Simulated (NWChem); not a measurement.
Program: NWChem. System: C2H5NOSi, charge 0, spin multiplicity 1, at a geometry optimised with PBE/def2-SVP. The structure started from a generated list of species. Level: RHF/def2-TZVP.

Input file:

```
start mol
memory heap 200 mb stack 800 mb global 1000 mb
geometry units angstroms nocenter noautoz
  C     -1.322321    -0.497270     0.000000
  N     -0.482605    -1.464344     0.000000
  C      0.913711    -0.998903     0.000000
  Si     0.764213     0.914834     0.000000
  O     -0.972817     0.824992     0.000000
  H     -2.414805    -0.664931     0.000000
  H      1.447139    -1.405001     0.886414
  H      1.447139    -1.405001    -0.886414
  H      1.216981     1.647382    -1.229202
  H      1.216981     1.647382     1.229202
  symmetry group Cs
end
basis spherical
  * library def2-tzvp
end
scf
  rhf
  nopen 0
  maxiter 100
  thresh 1e-7
  semidirect memsize 60000000 filesize 0
end
task scf energy
```

Part of the output:

```
             Northwest Computational Chemistry Package (NWChem) 7.3.0
             --------------------------------------------------------

                                NWChem Input Module
                                -------------------

 Scaling coordinates for geometry "geometry" by  1.889725989
 (inverse scale =  0.529177249)

 Turning off AUTOSYM since
 SYMMETRY directive was detected!

                             Geometry "geometry" -> ""
                             -------------------------

 Output coordinates in angstroms (scale by  1.889725989 to convert to a.u.)

  No.       Tag          Charge          X              Y              Z
 ---- ---------------- ---------- -------------- -------------- --------------
    1 C                    6.0000    -1.32232100    -0.49727000     0.00000000
    2 N                    7.0000    -0.48260500    -1.46434400     0.00000000
    3 C                    6.0000     0.91371100    -0.99890300     0.00000000
    4 Si                  14.0000     0.76421300     0.91483400     0.00000000
    5 O                    8.0000    -0.97281700     0.82499200     0.00000000
    6 H                    1.0000    -2.41480500    -0.66493100     0.00000000
    7 H                    1.0000     1.44713900    -1.40500100     0.88641400
    8 H                    1.0000     1.44713900    -1.40500100    -0.88641400
    9 H                    1.0000     1.21698100     1.64738200    -1.22920200
   10 H                    1.0000     1.21698100     1.64738200     1.22920200

 Effective nuclear repulsion energy (a.u.)     225.7499246309

            Nuclear Dipole moment (a.u.)
            ----------------------------
        X                 Y               Z
 ---------------- ---------------- ----------------
    -0.0000264562    -0.0000056692     0.0000000000

      Symmetry information
      --------------------

 Group name             Cs
 Group number              2
 Group order               2
 No. of unique centers     8

      Symmetry unique atoms

     1    2    3    4    5    6    7    9


 Summary of "ao basis" -> "" (spherical)
 ------------------------------------------------------------------------------
       Tag                 Description            Shells   Functions and Types
 ---------------- ------------------------------  ------  ---------------------
 *                         def2-tzvp                  on all atoms

 Summary of "ao basis" -> "ao basis" (spherical)
 ------------------------------------------------------------------------------
       Tag                 Description            Shells   Functions and Types
 ---------------- ------------------------------  ------  ---------------------
 C                         def2-tzvp                11       31   5s3p2d1f
 N                         def2-tzvp                11       31   5s3p2d1f
 Si                        def2-tzvp                13       37   5s5p2d1f
 O                         def2-tzvp                11       31   5s3p2d1f
 H                         def2-tzvp                 4        6   3s1p

                                 NWChem SCF Module
                                 -----------------

  ao basis        = "ao basis"
  functions       =   191
  atoms           =    10
  closed shells   =    23
  open shells     =     0
  charge          =   0.00
  wavefunction    = RHF
  use symmetry    = T
  symmetry adapt  = T

 Summary of "ao basis" -> "ao basis" (spherical)
 ------------------------------------------------------------------------------
       Tag                 Description            Shells   Functions and Types
 ---------------- ------------------------------  ------  ---------------------
 C                         def2-tzvp                11       31   5s3p2d1f
 N                         def2-tzvp                11       31   5s3p2d1f
 Si                        def2-tzvp                13       37   5s5p2d1f
 O                         def2-tzvp                11       31   5s3p2d1f
 H                         def2-tzvp                 4        6   3s1p

      Symmetry analysis of basis
      --------------------------

        a'        126
        a"         65

 Forming initial guess at       0.1s

      Superposition of Atomic Density Guess
      -------------------------------------

 Sum of atomic energies:        -495.77297197

      Non-variational initial energy
      ------------------------------

 Total energy =    -498.258826
 1-e energy   =   -1129.593792
 2-e energy   =     405.585041
 HOMO         =      -0.317248
 LUMO         =       0.024674

      Symmetry analysis of molecular orbitals - initial
      -------------------------------------------------

  Numbering of irreducible representations:

     1 a'          2 a"

  Orbital symmetries:

     1 a'          2 a'          3 a'          4 a'          5 a'
     6 a'          7 a'          8 a"          9 a'         10 a'
    11 a'         12 a'         13 a'         14 a'         15 a'
    16 a"         17 a'         18 a"         19 a'         20 a'
    21 a"         22 a"         23 a'         24 a"         25 a'
    26 a'         27 a'         28 a"         29 a'         30 a'
    31 a'         32 a"         33 a'

 Starting SCF solution at       6.5s

 ----------------------------------------------
         Quadratically convergent ROHF

 Convergence threshold     :          1.000E-07
 Maximum no. of iterations :          100
 Final Fock-matrix accuracy:          1.000E-09
 ----------------------------------------------

              iter       energy          gnorm     gmax       time
             ----- ------------------- --------- --------- --------
                 1     -496.9073838417  1.15D+00  1.81D-01      9.8
                 2     -496.9857495195  4.03D-01  5.51D-02     16.6
                 3     -497.0005425745  3.24D-02  6.32D-03     25.6
                 4     -497.0007056059  9.04D-04  1.23D-04     40.3
                 5     -497.0007057201  7.73D-07  1.26D-07     65.7
                 6     -497.0007057201  5.82D-09  1.62D-09     84.7

       Final RHF  results
       ------------------

         Total SCF energy =   -497.000705720113
      One-electron energy =  -1132.783698980509
      Two-electron energy =    410.033068629459
 Nuclear repulsion energy =    225.749924630937

        Time for solution =     78.3s

       Symmetry analysis of molecular orbitals - final
       -----------------------------------------------

  Numbering of irreducible representations:

     1 a'          2 a"

  Orbital symmetries:

     1 a'          2 a'          3 a'          4 a'          5 a'
     6 a'          7 a'          8 a"          9 a'         10 a'
    11 a'         12 a'         13 a'         14 a'         15 a'
    16 a"         17 a'         18 a"         19 a'         20 a'
    21 a"         22 a'         23 a"         24 a'         25 a'
    26 a"         27 a'         28 a'         29 a'         30 a"
    31 a"         32 a'         33 a'

             Final eigenvalues
             -----------------

              1
    1  -68.8127
    2  -20.5835
    3  -15.5546
    4  -11.3399
    5  -11.2552
    6   -6.1581
    7   -4.2650
    8   -4.2642
    9   -4.2641
   10   -1.3984
   11   -1.2046
   12   -0.9494
   13   -0.8014
   14   -0.7193
   15   -0.6846
   16   -0.6271
   17   -0.5973
   18   -0.5613
   19   -0.5337
   20   -0.5018
   21   -0.4930
   22   -0.4006
   23   -0.3889
   24    0.1006
   25    0.1287
   26    0.1576
   27    0.1636
   28    0.1913
   29    0.1933
   30    0.2000
   31    0.2124
   32    0.2414
   33    0.2631

                       ROHF Final Molecular Orbital Analysis
                       -------------------------------------

 Vector   21  Occ=2.000000D+00  E=-4.929806D-01  Symmetry=a"
              MO Center=  8.6D-01,  1.2D+00, -9.6D-15, r^2= 3.0D+00
   Bfn.  Coefficient  Atom+Function         Bfn.  Coefficient  Atom+Function
  ----- ------------  ---------------      ----- ------------  ---------------
   110      0.285962   4 Si pz              181     -0.215898   9 H  s
   187      0.215898  10 H  s

 Vector   22  Occ=2.000000D+00  E=-4.006365D-01  Symmetry=a'
              MO Center=  7.4D-02, -9.2D-01, -3.0D-14, r^2= 2.7D+00
   Bfn.  Coefficient  Atom+Function         Bfn.  Coefficient  Atom+Function
  ----- ------------  ---------------      ----- ------------  ---------------
    38      0.280443   2 N  py               41      0.256779   2 N  py
    44      0.216717   2 N  py              109      0.209204   4 Si py
    72     -0.204384   3 C  py               69     -0.201713   3 C  py
    35     -0.156537   2 N  s

 Vector   23  Occ=2.000000D+00  E=-3.888965D-01  Symmetry=a"
              MO Center= -4.2D-01, -6.9D-01,  5.1D-15, r^2= 2.7D+00
   Bfn.  Coefficient  Atom+Function         Bfn.  Coefficient  Atom+Function
  ----- ------------  ---------------      ----- ------------  ---------------
    39      0.282042   2 N  pz               42      0.266961   2 N  pz
   138     -0.214196   5 O  pz              141     -0.199122   5 O  pz
    45      0.197542   2 N  pz               11      0.182329   1 C  pz
     8      0.180395   1 C  pz              144     -0.175105   5 O  pz

 Vector   24  Occ=0.000000D+00  E= 1.005643D-01  Symmetry=a'
              MO Center=  1.3D+00,  1.1D+00, -1.1D-16, r^2= 5.3D+00
   Bfn.  Coefficient  Atom+Function         Bfn.  Coefficient  Atom+Function
  ----- ------------  ---------------      ----- ------------  ---------------
    67      2.298711   3 C  s               111     -1.462678   4 Si px
    98     -0.726225   4 Si s                12     -0.599072   1 C  px
   112      0.544170   4 Si py              164     -0.509653   6 H  s
    75      0.435455   3 C  py                5     -0.411458   1 C  s
    36     -0.413244   2 N  s               135     -0.396763   5 O  s

 Vector   25  Occ=0.000000D+00  E= 1.286851D-01  Symmetry=a'
              MO Center=  1.1D+00,  7.5D-01,  4.4D-15, r^2= 7.7D+00
   Bfn.  Coefficient  Atom+Function         Bfn.  Coefficient  Atom+Function
  ----- ------------  ---------------      ----- ------------  ---------------
    67      4.683676   3 C  s               112      2.433988   4 Si py
    98     -1.840223   4 Si s               170     -1.203301   7 H  s
   176     -1.203301   8 H  s               111      0.852357   4 Si px
   182     -0.702468   9 H  s               188     -0.702468  10 H  s
   135      0.631697   5 O  s                75      0.501615   3 C  py

 Vector   26  Occ=0.000000D+00  E= 1.576299D-01  Symmetry=a"
              MO Center= -5.8D-01, -7.4D-01,  3.4D-14, r^2= 4.8D+00
   Bfn.  Coefficient  Atom+Function         Bfn.  Coefficient  Atom+Function
  ----- ------------  ---------------      ----- ------------  ---------------
   170      1.110859   7 H  s               176     -1.110859   8 H  s
    76     -0.956136   3 C  pz               14      0.807402   1 C  pz
    45     -0.402045   2 N  pz              113      0.330469   4 Si pz
   144     -0.282746   5 O  pz                8      0.254685   1 C  pz
    11      0.231039   1 C  pz               39     -0.211738   2 N  pz

 center of mass
 --------------
 x =  -0.06308551 y =   0.00323489 z =   0.00000000

 moments of inertia (a.u.)
 ------------------
         334.938795882463         -54.003502153300           0.000000000000
         -54.003502153300         297.663156887948           0.000000000000
           0.000000000000           0.000000000000         599.539057314226

  Mulliken analysis of the total density
  --------------------------------------

    Atom       Charge   Shell Charges
 -----------   ------   -------------------------------------------------------
    1 C    6     5.72   0.86  1.12  0.52  0.54  0.06  1.15  1.07  0.20  0.05  0.15  0.02
    2 N    7     7.38   0.82  1.16  0.54  0.88  0.24  1.43  1.65  0.60  0.01  0.06  0.00
    3 C    6     6.26   0.85  1.12  0.47  0.69  0.07  1.21  1.42  0.34  0.02  0.07  0.01
    4 Si  14    13.41   2.00  0.58  1.39  0.79  0.38  4.12  1.73  0.52  1.23  0.21  0.18  0.22  0.06
    5 O    8     8.53   0.79  1.18  0.55  0.97  0.29  1.84  2.11  0.75  0.00  0.03  0.00
    6 H    1     0.86   0.26  0.49  0.09  0.02
    7 H    1     0.88   0.26  0.49  0.10  0.02
    8 H    1     0.88   0.26  0.49  0.10  0.02
    9 H    1     1.04   0.24  0.56  0.24  0.01
   10 H    1     1.04   0.24  0.56  0.24  0.01

       Multipole analysis of the density wrt the origin
       ------------------------------------------------

     L   x y z        total         open         nuclear
     -   - - -        -----         ----         -------
     0   0 0 0      0.000000      0.000000     46.000000

     1   1 0 0      0.552457      0.000000     -0.000026
     1   0 1 0      0.462148      0.000000     -0.000006
     1   0 0 1      0.000000      0.000000      0.000000

     2   2 0 0    -24.602122      0.000000    163.768411
     2   1 1 0      0.002374      0.000000     29.754438
     2   1 0 1      0.000000      0.000000      0.000000
     2   0 2 0    -32.272371      0.000000    176.626080
     2   0 1 1     -0.000000      0.000000      0.000000
     2   0 0 2    -27.918879      0.000000     16.403094

 Task  times  cpu:       84.8s     wall:       84.8s

 Total times  cpu:       84.9s     wall:       84.9s
```
